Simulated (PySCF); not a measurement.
C4H5 (SMILES [CH]=CC=C), doublet (typed; the unrestricted solution is spin-contaminated), geometry from GFN2-xTB; MP2/3-21G (PySCF).

Here is a job for PySCF.
```python
from pyscf import gto, scf, mp

mol = gto.M(
    atom='''
C    -1.45006822   -1.07167082   -0.63158736
C    -0.25920185   -0.56808578   -0.50436756
C     0.13180099    0.47529935    0.45030056
C     1.36582743    0.95156397    0.53475037
H    -2.41592108   -0.96137587   -0.19544851
H     0.55153888   -0.91673113   -1.13669287
H    -0.65429776    0.84357236    1.09483111
H     2.15903411    0.59378581   -0.10123445
H     1.62949575    1.71810851    1.24396860
''',
    basis='3-21g',
    spin=1,
    verbose=4,
)

mf = scf.UHF(mol)
mf.kernel()

pt = mp.MP2(mf)
pt.kernel()
print('E(MP2) = %.10f' % pt.e_tot)
```

It wrote (shortened):

```
PySCF version 2.14.0

[INPUT] verbose = 4
[INPUT] num. atoms = 9
[INPUT] num. electrons = 29
[INPUT] charge = 0
[INPUT] spin (= nelec alpha-beta = 2S) = 1
[INPUT] symmetry False subgroup None
[INPUT] Mole.unit = angstrom
[INPUT] Symbol           X                Y                Z      unit          X                Y                Z       unit  Magmom
[INPUT]  1 C     -1.450068220000  -1.071670820000  -0.631587360000 AA   -2.740231797736  -2.025164345488  -1.193527134137 Bohr   0.0
[INPUT]  2 C     -0.259201850000  -0.568085780000  -0.504367560000 AA   -0.489820507481  -1.073526539460  -0.953116554515 Bohr   0.0
[INPUT]  3 C      0.131800990000   0.475299350000   0.450300560000 AA    0.249067774047   0.898185598684   0.850944732138 Bohr   0.0
[INPUT]  4 C      1.365827430000   0.951563970000   0.534750370000 AA    2.581039776119   1.798195293304   1.010531744310 Bohr   0.0
[INPUT]  5 H     -2.415921080000  -0.961375870000  -0.195448510000 AA   -4.565429179763  -1.816737097065  -0.369344155354 Bohr   0.0
[INPUT]  6 H      0.551538880000  -0.916731130000  -1.136692870000 AA    1.042257430249  -1.732370765563  -2.148038212046 Bohr   0.0
[INPUT]  7 H     -0.654297760000   0.843572360000   1.094831110000 AA   -1.236443570316   1.594120726653   2.068930950554 Bohr   0.0
[INPUT]  8 H      2.159034110000   0.593785810000  -0.101234450000 AA    4.079983161494   1.122092557553  -0.191305384871 Bohr   0.0
[INPUT]  9 H      1.629495750000   1.718108510000   1.243968600000 AA    3.079300688643   3.246754536185   2.350759961559 Bohr   0.0

nuclear repulsion = 97.4330059600925
number of shells = 30
number of NR pGTOs = 75
number of NR cGTOs = 46
basis = 3-21g
ecp = {}

******** <class 'pyscf.scf.uhf.UHF'> ********
method = UHF
initial guess = minao
damping factor = 0
level_shift factor = 0
DIIS = <class 'pyscf.scf.diis.CDIIS'>
diis_start_cycle = 1
diis_space = 8
diis_damp = 0
SCF conv_tol = 1e-09
SCF conv_tol_grad = None
SCF max_cycles = 50
direct_scf = True
direct_scf_tol = 1e-13
number electrons alpha = 15  beta = 14
Set gradient conv threshold to 3.16228e-05
init E= -154.068457131694

cycle= 1 E= -153.352332070483  delta_E= 0.716  |g|= 0.233  |ddm|= 2.09
cycle= 2 E= -153.40353493242  delta_E= -0.0512  |g|= 0.0813  |ddm|= 0.464
cycle= 3 E= -153.410606145813  delta_E= -0.00707  |g|= 0.0382  |ddm|= 0.19
cycle= 4 E= -153.412388244499  delta_E= -0.00178  |g|= 0.02  |ddm|= 0.0601
cycle= 5 E= -153.413508618593  delta_E= -0.00112  |g|= 0.0171  |ddm|= 0.0434
cycle= 6 E= -153.414725148302  delta_E= -0.00122  |g|= 0.0164  |ddm|= 0.046
cycle= 7 E= -153.416081592245  delta_E= -0.00136  |g|= 0.0162  |ddm|= 0.0509
cycle= 8 E= -153.417559351788  delta_E= -0.00148  |g|= 0.0159  |ddm|= 0.056
cycle= 9 E= -153.41933630775  delta_E= -0.00178  |g|= 0.0154  |ddm|= 0.0704
cycle= 10 E= -153.421815421258  delta_E= -0.00248  |g|= 0.0135  |ddm|= 0.111
cycle= 11 E= -153.420065464957  delta_E= 0.00175  |g|= 0.029  |ddm|= 0.444
cycle= 12 E= -153.424164147948  delta_E= -0.0041  |g|= 0.00555  |ddm|= 0.291
cycle= 13 E= -153.423260574285  delta_E= 0.000904  |g|= 0.00992  |ddm|= 0.0892
cycle= 14 E= -153.424385421586  delta_E= -0.00112  |g|= 0.00276  |ddm|= 0.108
cycle= 15 E= -153.424462888636  delta_E= -7.75e-05  |g|= 0.000479  |ddm|= 0.0305
cycle= 16 E= -153.424462909435  delta_E= -2.08e-08  |g|= 0.000415  |ddm|= 0.000832
cycle= 17 E= -153.424464098605  delta_E= -1.19e-06  |g|= 0.000169  |ddm|= 0.00262
cycle= 18 E= -153.4244643249  delta_E= -2.26e-07  |g|= 5.6e-05  |ddm|= 0.00129
cycle= 19 E= -153.424464349515  delta_E= -2.46e-08  |g|= 1.42e-05  |ddm|= 0.000467
cycle= 20 E= -153.424464350826  delta_E= -1.31e-09  |g|= 3.98e-06  |ddm|= 0.0001
cycle= 21 E= -153.424464350927  delta_E= -1.01e-10  |g|= 7.9e-07  |ddm|= 4.19e-05
Extra cycle  E= -153.424464350928  delta_E= -1.22e-12  |g|= 4.82e-07  |ddm|= 1.5e-06
converged SCF energy = -153.424464350928  <S^2> = 1.288007  2S+1 = 2.4803282

******** <class 'pyscf.mp.ump2.UMP2'> ********
nocc = (np.int64(15), np.int64(14)), nmo = (46, 46)
E(UMP2) = -153.728502481593  E_corr = -0.304038130665351
E(SCS-UMP2) = -153.727709014108  E_corr = -0.303244663180142
E_corr(same-spin) = -0.071078184944168
E_corr(oppo-spin) = -0.232959945721183
E(MP2) = -153.7285024816
```
